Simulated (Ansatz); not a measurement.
Ansatz results at the PBE0-D4/def2-TZVP geometry: HOMO energy (PBE/def2-TZVPP) -5.97 eV; size of the dipole moment (ωB97M-V/def2-TZVPP) 1.83 D; HOMO energy (B3LYP/def2-TZVPP) -6.94 eV.

Problem. Which molecule gave them?
A. `C=CC[SiH](F)Cl`
B. `OCOB[SeH]`
C. `C[C@]1(Cl)[SiH2][C@@H]1F`
D. `C=C(CCl)[SiH2]F`

Solution. C. The others give `C=C(CCl)[SiH2]F`: -6.98, 1.91, -7.92; `C=CC[SiH](F)Cl`: -6.43, 1.75, -7.34; `OCOB[SeH]`: -6.34, 1.70, -7.24.

B3LYP here is the variant with VWN-RPA as its local correlation; programs differ in this.
